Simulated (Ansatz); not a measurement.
Basis-set extrapolation for C2H5BO (`BOC=C`) (PBE0-D4/def2-TZVP geometry, frozen core, Ansatz 0.2.0). Multiplicity 1, RHF reference.

|  | def2-TZVPP | def2-QZVPP |
| --- | --- | --- |
| HF | -178.270000 | -178.278642 |
| MP2 correlation | -0.657686 | -0.703773 |
| CCSD(T) correlation | -0.717930 | not run |

Energies in hartree. Use E(X) = E(∞) + A·exp(−7.88·√X) for Hartree–Fock and E(X) = E(∞) + B·X^(−2.97) for correlation, with X = 3 and 4, and add CCSD(T) minus MP2 of the smaller set to the MP2 limit.

Question: What is the CCSD(T) energy at the basis-set limit?

Answer: HF limit: -178.278642 + (-0.008642) × 0.13774 = -178.27983. MP2 limit: -0.703773 + (-0.046087) × 0.74074 = -0.73791. Higher-order term: -0.717930 − (-0.657686) = -0.06024. Total: -179.07798 hartree, 56.5 kcal/mol below CCSD(T)/def2-TZVPP.
